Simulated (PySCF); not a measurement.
Compound: C2H7ClOSi.
Structure used (PBE0-D3(BJ)/def2-SVP), in Å, numbered top down from 1:
```
atom  x, y, z in Å
C1     1.5423    0.3787   -0.1760
C2     0.2749    1.1933   -0.0391
Cl3    0.1424    2.3920   -1.4028
Si4   -1.3462    0.2080   -0.1132
O5    -2.6316    1.2597   -0.1280
H6     1.5382   -0.2150   -1.1026
H7     1.6308   -0.3152    0.6761
H8     2.4356    1.0213   -0.1856
H9     0.2987    1.8087    0.8736
H10   -1.2749   -0.6517   -1.3342
H11   -1.4940   -0.6368    1.1051
H12   -2.5175    1.9929   -0.7444
```

The calculation used PBE0-D3(BJ)/def2-SVP geometry optimisation, gas phase in PySCF.

Take the most abundant isotopes and a rigid rotor. The values belong to one conformer with, in the numbering `[CH3:1][C@@H:2]([Cl:3])[SiH2:4][OH:5]`, C1–C2–Si4–O5 -173°, C2–Si4–O5–H 46°.

Task: Give the principal moments of inertia and the rotational constants in cm⁻¹.

Result: Ia = 126.93, Ib = 216.58, Ic = 319.47 u·Å²; 505379 MHz·u·Å²/I gives 3982, 2333 and 1582 MHz, that is A = 0.13281, B = 0.07784, C = 0.05277 cm⁻¹.

Task: What kind of rotor is it?

Result: An asymmetric top: κ = (2 × 2333 − 3982 − 1582)/(3982 − 1582) = -0.37.

Task: Is it planar, by Δ = Ic − Ia − Ib?

Result: Not planar: Δ = Ic − Ia − Ib = -24.04 u·Å². For a rigid frame Δ = −2 Σ m c², so Σ m c² = 12.02 u·Å² lies off the ab plane: 7.00 from hydrogen and 5.02 from heavier atoms. The atom farthest from that plane is 1.69 Å away.

Task: Give the other two planar moments, Paa and Pbb, and the rms extents of the mass along the axes.

Result: Paa = Σ m a² = (Ib + Ic − Ia)/2 = 204.56 and Pbb = Σ m b² = (Ia + Ic − Ib)/2 = 114.91 u·Å². With the mass M = 110.00 u, the rms extents √(P/M) along a, b and c are 1.36, 1.02, 0.33 Å.

Task: List the rotational levels J(Ka,Kc) to J = 3 (K).

Result: Above 0(0,0), as E/k:
J = 1: 1(0,1) 0.188, 1(1,1) 0.267, 1(1,0) 0.303
J = 2: 2(0,2) 0.554, 2(1,2) 0.607, 2(1,1) 0.715, 2(2,1) 0.952, 2(2,0) 0.962
J = 3: 3(0,3) 1.082, 3(1,3) 1.111, 3(1,2) 1.326, 3(2,2) 1.516, 3(2,1) 1.561, 3(3,1) 2.007, 3(3,0) 2.009
Those of J = 1 are B + C, A + C and A + B.

Task: Which lines would a microwave search look for?

Result: The dipole components are |μa| = 1.05 D, |μb| = 1.04 D, |μc| = 0.30 D. The squared components, which scale the intensities, stand as 1.00 : 0.98 : 0.08 (a : b : c). Some lines, for components of 0.1 D or more:

```tsv
type	branch	J(Ka,Kc)	MHz	lower level (cm⁻¹)
a	Q	2(1,1) ← 2(1,2)	2255	0.422
c	Q	3(2,2) ← 3(1,2)	3968	0.921
b	Q	3(1,2) ← 3(0,3)	5066	0.752
b	R	1(1,1) ← 0(0,0)	5564	0.000
b	Q	2(2,1) ← 2(1,2)	7199	0.422
b	Q	4(1,3) ← 4(0,4)	7542	1.225
a	R	2(0,2) ← 1(0,1)	7627	0.131
b	Q	4(3,2) ← 4(2,3)	10718	1.571
a	R	3(2,2) ← 2(2,1)	11746	0.662
b	R	2(2,1) ← 1(1,0)	13527	0.211
c	R	2(2,0) ← 1(1,0)	13731	0.211
b	R	3(2,2) ← 2(1,1)	16691	0.497
c	R	4(3,1) ← 3(2,1)	25522	1.085
b	R	4(4,1) ← 3(3,0)	29841	1.396
```

Task: Estimate the classical rotational partition function at 25 K, 200 K and 500 K.

Result: Point group C1, symmetry number σ = 1; q = (√π/σ)·√((kT/h)³/(ABC)), k/h = 20836.6 MHz/K: 5500 at 25 K, 124000 at 200 K, 492000 at 500 K.

Stationary, but not proved a minimum. These are rigid-rotor constants of the computed structure; measured ground-state constants (B0) also hold zero-point vibration. A rigid rotor knows nothing of internal rotation, which can split or shift real lines. Quadrupole hyperfine structure (35Cl) is left out.
